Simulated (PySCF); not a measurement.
PySCF input file for H3N2, SMILES [NH]N, multiplicity 2, TDA-PBE/def2-TZVPD. The structure is a stationary point at PBE0-D3(BJ)/def2-TZVP. The isomer is the one that the SMILES or the coordinates give; other isomers of the formula were not compared.

```python
import numpy as np
from pyscf import gto, scf, dft, tdscf

mol = gto.M(
    atom='''
    N     0.65692364   -0.34885857    0.08536845
    N    -0.55382388    0.18416804   -0.11498574
    H     1.32168410    0.42272079    0.00963158
    H    -0.72828787    1.16213291    0.07638121
    H    -1.31509462   -0.43201993    0.12130823
    ''',
    basis='def2-TZVPD',
    charge=0,
    spin=1,
    max_memory=1600,
    verbose=4,
)
mf = dft.UKS(mol, xc='pbe').density_fit(auxbasis='def2-universal-jkfit')
mf.grids.level = 3
mf.conv_tol = 1e-9
mf.max_cycle = 100
mf.kernel()
fine, coarse = mf.grids, dft.Grids(mol).set(level=1).build(with_non0tab=True)
for _ in range(3):  # follow internal instabilities
    mf.grids = coarse
    mo, _, stable, _ = mf.stability(return_status=True, nroots=4)
    mf.grids = fine
    if stable:
        break
    mf.kernel(mf.make_rdm1(mo, mf.mo_occ))
mf.grids = dft.Grids(mol).set(level=1).build(with_non0tab=True)  # coarser grid for the response kernel
td = tdscf.TDA(mf)
td.nstates = 10
td.conv_tol = 1e-4
td.positive_eig_threshold = 1e-6
td.kernel(x0=td.get_init_guess(mf, 15))
td.analyze()
```

It prints:

```
PySCF version 2.14.0

[INPUT] verbose = 4
[INPUT] num. atoms = 5
[INPUT] num. electrons = 17
[INPUT] charge = 0
[INPUT] spin (= nelec alpha-beta = 2S) = 1
[INPUT] symmetry False subgroup None
[INPUT] Mole.unit = angstrom
[INPUT] Symbol           X                Y                Z      unit          X                Y                Z       unit  Magmom
[INPUT]  1 N      0.656923640000  -0.348858570000   0.085368450000 AA    1.241405764352  -0.659247153507   0.161322990179 Bohr   0.0
[INPUT]  2 N     -0.553823880000   0.184168040000  -0.114985740000 AA   -1.046575454444   0.348027156498  -0.217291556830 Bohr   0.0
[INPUT]  3 H      1.321684100000   0.422720790000   0.009631580000 AA    2.497620972192   0.798826520260   0.018201048347 Bohr   0.0
[INPUT]  4 H     -0.728287870000   1.162132910000   0.076381210000 AA   -1.376264614143   2.196112920244   0.144339567963 Bohr   0.0
[INPUT]  5 H     -1.315094620000  -0.432019930000   0.121308230000 AA   -2.485168659689  -0.816399348054   0.229239331356 Bohr   0.0

nuclear repulsion = 36.728525588768
number of shells = 41
number of NR pGTOs = 137
number of NR cGTOs = 101
basis = def2-TZVPD
ecp = {}


[settings echo left out]
init E= -111.239458527741
  alpha nocc = 9  HOMO = -0.167914489873034  LUMO = -0.0173737751463854
  beta  nocc = 8  HOMO = -0.313823783115648  LUMO = -0.167914489873031

WARN: HOMO -0.167914489873034 >= LUMO -0.167914489873031

cycle= 1 E= -111.120412348125  delta_E= 0.119  |g|= 0.234  |ddm|= 1.15
  alpha nocc = 9  HOMO = -0.0696079494345234  LUMO = -0.00926925460188169
  beta  nocc = 8  HOMO = -0.146042449881715  LUMO = -0.0206881420455177
  HOMO = -0.0696079494345  LUMO = -0.0206881420455  gap/eV = 1.33118
cycle= 2 E= -111.059736642353  delta_E= 0.0607  |g|= 0.431  |ddm|= 0.854
  alpha nocc = 9  HOMO = -0.140226776855712  LUMO = -0.0128431058197904
  beta  nocc = 8  HOMO = -0.233951856214642  LUMO = -0.0838476024338561
  HOMO = -0.140226776856  LUMO = -0.0838476024339  gap/eV = 1.53416
cycle= 3 E= -111.148310354065  delta_E= -0.0886  |g|= 0.0698  |ddm|= 0.566
  alpha nocc = 9  HOMO = -0.145053757735241  LUMO = -0.0146727742846693
  beta  nocc = 8  HOMO = -0.234204464486144  LUMO = -0.0851522127233437
  HOMO = -0.145053757735  LUMO = -0.0851522127233  gap/eV = 1.63000
cycle= 4 E= -111.149291299174  delta_E= -0.000981  |g|= 0.0488  |ddm|= 0.0587
  alpha nocc = 9  HOMO = -0.142113313549398  LUMO = -0.012753314744824
  beta  nocc = 8  HOMO = -0.234094544632629  LUMO = -0.0808777815575183
  HOMO = -0.142113313549  LUMO = -0.0808777815575  gap/eV = 1.66630
cycle= 5 E= -111.150220084352  delta_E= -0.000929  |g|= 0.00744  |ddm|= 0.0301
  alpha nocc = 9  HOMO = -0.143216732148591  LUMO = -0.0132045739216622
  beta  nocc = 8  HOMO = -0.234196029252768  LUMO = -0.0808340825969474
  HOMO = -0.143216732149  LUMO = -0.0808340825969  gap/eV = 1.69752
cycle= 6 E= -111.150246832125  delta_E= -2.67e-05  |g|= 0.00146  |ddm|= 0.00698
  alpha nocc = 9  HOMO = -0.143242808451539  LUMO = -0.0131627510698706
  beta  nocc = 8  HOMO = -0.234100340030832  LUMO = -0.080643725946782
  HOMO = -0.143242808452  LUMO = -0.0806437259468  gap/eV = 1.70341
cycle= 7 E= -111.150247850042  delta_E= -1.02e-06  |g|= 0.000483  |ddm|= 0.00169
  alpha nocc = 9  HOMO = -0.143239433324968  LUMO = -0.0131543860042846
  beta  nocc = 8  HOMO = -0.234122966130872  LUMO = -0.0806139196974591
  HOMO = -0.143239433325  LUMO = -0.0806139196975  gap/eV = 1.70413
cycle= 8 E= -111.150247963296  delta_E= -1.13e-07  |g|= 0.000113  |ddm|= 0.0005
  alpha nocc = 9  HOMO = -0.143241313735938  LUMO = -0.0131481419634909
  beta  nocc = 8  HOMO = -0.234129559325343  LUMO = -0.0806136950714063
  HOMO = -0.143241313736  LUMO = -0.0806136950714  gap/eV = 1.70418
cycle= 9 E= -111.150247970411  delta_E= -7.12e-09  |g|= 2.62e-05  |ddm|= 0.000143
  alpha nocc = 9  HOMO = -0.143244517010388  LUMO = -0.0131491342909982
  beta  nocc = 8  HOMO = -0.234129791912036  LUMO = -0.0806170786864122
  HOMO = -0.14324451701  LUMO = -0.0806170786864  gap/eV = 1.70418
cycle= 10 E= -111.15024797085  delta_E= -4.39e-10  |g|= 4.86e-06  |ddm|= 3.6e-05
  alpha nocc = 9  HOMO = -0.143243023349168  LUMO = -0.0131490591989696
  beta  nocc = 8  HOMO = -0.234128361640121  LUMO = -0.08061593173516
  HOMO = -0.143243023349  LUMO = -0.0806159317352  gap/eV = 1.70417
Extra cycle  E= -111.150247970853  delta_E= -2.79e-12  |g|= 5.73e-06  |ddm|= 1.01e-05
converged SCF energy = -111.150247970853  <S^2> = 0.75269335  2S+1 = 2.0026915
tot grids = 17656
uhf_internal: lowest eigs of H = [0.41236215 0.42163326 0.43621736 0.46373237]
<class 'pyscf.df.df_jk.DFUKS'> wavefunction is stable in the internal stability analysis
tot grids = 17656
Overwritten attributes  positive_eig_threshold  of <class 'pyscf.tdscf.uks.TDA'>


******** <class 'pyscf.tdscf.uks.TDA'> for <class 'pyscf.df.df_jk.DFUKS'> ********
nstates = 10
deg_eia_thresh = 1.000e-03
wfnsym = None
conv_tol = 0.0001
eigh lindep = 1e-12
eigh level_shift = 0
eigh max_cycle = 100


Excitation energies (eV)
[3.34982883 4.13073369 4.46362402 5.15402555 5.90215793 6.1911418
 6.32080345 6.72497412 6.94222375 7.01203858]

** Excitation energies and oscillator strengths **
Excited State   1:      3.34983 eV    370.12 nm  f=0.0027
       9a ->   10a     -0.99794
Excited State   2:      4.13073 eV    300.15 nm  f=0.0052
       9a ->   11a     -0.14524
       8b ->    9b     -0.98384
Excited State   3:      4.46362 eV    277.77 nm  f=0.0065
       9a ->   11a     -0.98825
       8b ->    9b      0.14316
Excited State   4:      5.15403 eV    240.56 nm  f=0.0043
       9a ->   12a     -0.99851
Excited State   5:      5.90216 eV    210.07 nm  f=0.0003
       8a ->   10a      0.32048
       8b ->   10b     -0.93620
Excited State   6:      6.19114 eV    200.26 nm  f=0.0497
       8a ->   10a     -0.47537
       9a ->   13a     -0.74384
       7b ->    9b      0.45222
Excited State   7:      6.32080 eV    196.15 nm  f=0.0440
       8a ->   10a      0.80944
       9a ->   13a     -0.44730
       7b ->    9b      0.14456
       8b ->   10b      0.33725
Excited State   8:      6.72497 eV    184.36 nm  f=0.0008
       9a ->   14a      0.99686
Excited State   9:      6.94222 eV    178.59 nm  f=0.0286
       8a ->   10a      0.10722
       8a ->   11a      0.17525
       9a ->   13a      0.30087
       7b ->    9b      0.51465
       8b ->   11b     -0.75227
Excited State  10:      7.01204 eV    176.82 nm  f=0.0256
       8a ->   11a      0.45970
       9a ->   13a     -0.35521
       7b ->    9b     -0.59498
       8b ->   11b     -0.49364

** Transition electric dipole moments (AU) **
state          X           Y           Z        Dip. S.      Osc.
  1        -0.1075      0.0771      0.1255      0.0332      0.0027
  2        -0.0913      0.0119      0.2064      0.0511      0.0052
  3        -0.0521     -0.0069      0.2379      0.0594      0.0065
  4        -0.0129     -0.1311     -0.1292      0.0340      0.0043
  5        -0.0423      0.0028      0.0084      0.0019      0.0003
  6         0.5316     -0.1613      0.1374      0.3275      0.0497
  7         0.5044     -0.1513      0.0808      0.2839      0.0440
  8        -0.0626      0.0046     -0.0309      0.0049      0.0008
  9         0.3994      0.0891      0.0274      0.1683      0.0286
 10        -0.3611      0.1260     -0.0499      0.1488      0.0256

** Transition velocity dipole moments (imaginary part, AU) **
state          X           Y           Z        Dip. S.      Osc.
  1        -0.0052      0.0026      0.0253      0.0007      0.0037
  2         0.0045     -0.0058     -0.0165      0.0003      0.0014
  3        -0.0099      0.0067      0.0737      0.0056      0.0226
  4         0.0032     -0.0142     -0.0411      0.0019      0.0067
  5        -0.0025      0.0005     -0.0046      0.0000      0.0001
  6         0.0697     -0.0162      0.0122      0.0053      0.0155
  7         0.0702     -0.0235      0.0254      0.0061      0.0176
  8        -0.0092      0.0032      0.0088      0.0002      0.0005
  9         0.0137      0.0487     -0.0341      0.0037      0.0097
 10        -0.0004     -0.0062      0.0351      0.0013      0.0033

** Transition magnetic dipole moments (imaginary part, AU) **
state          X           Y           Z
  1        -0.1619     -0.3517      0.0462
  2         0.8653      0.0349      0.0313
  3        -0.1033      0.1452     -0.0535
  4         0.0064     -0.2253     -0.0898
  5         0.0378      0.0327      0.2817
  6         0.1373      0.0335      0.1234
  7         0.0494     -0.0193     -0.6185
  8         0.0670      0.0620      0.0231
  9         0.0257     -0.0494     -0.1446
 10        -0.0083      0.0764     -0.0174
```

The run converged.
